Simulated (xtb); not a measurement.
borohydride (BH4), SMILES [BH4-], charge -1. All values are semi-empirical tight-binding results from xtb (GFN2-xTB unless named), good for trends rather than for accurate numbers. Geometry optimised at GFN2-xTB.

Optimised geometry:

Bond lengths (Å): B1–H2 1.229, B1–H3 1.229, B1–H4 1.229, B1–H5 1.229. Angles (°): H2–B1–H3 109.5, H2–B1–H4 109.5, H2–B1–H5 109.5, H3–B1–H4 109.5, H3–B1–H5 109.5, H4–B1–H5 109.5.
Charge -1, spin multiplicity 1.

Computed properties:
```
Item                                               Value
----------------------------------------  --------------
point group as xtb finds it                           Td
orbital gap                                     16.94 eV
zero-point energy                          20.7 kcal/mol
G − E(el) at 298.15 K (modified RRHO)       9.7 kcal/mol
static polarisability (D4 model)              38.3 bohr³
solvation energy, GFN2-xTB/ALPB(water)    -78.4 kcal/mol
solvation energy, GFN2-xTB/ALPB(benzene)  -58.6 kcal/mol
```

Give the IR lines (harmonic; lines under 4 % of the strongest left out, lines within 3 cm⁻¹ merged). (Estimate from the structure and the level; the computed values follow.)

ν (cm⁻¹): 1169 (s), 2039 (vs) (against the strongest line: vs over 80 %, s over 45 %, m over 15 %, w over 4 %, vw less)

Give the atomic charges. (Estimate from the structure and the level; the computed values follow.)

charges (e) B1 0.25, H2 -0.31, H3 -0.31, H4 -0.31, H5 -0.31.
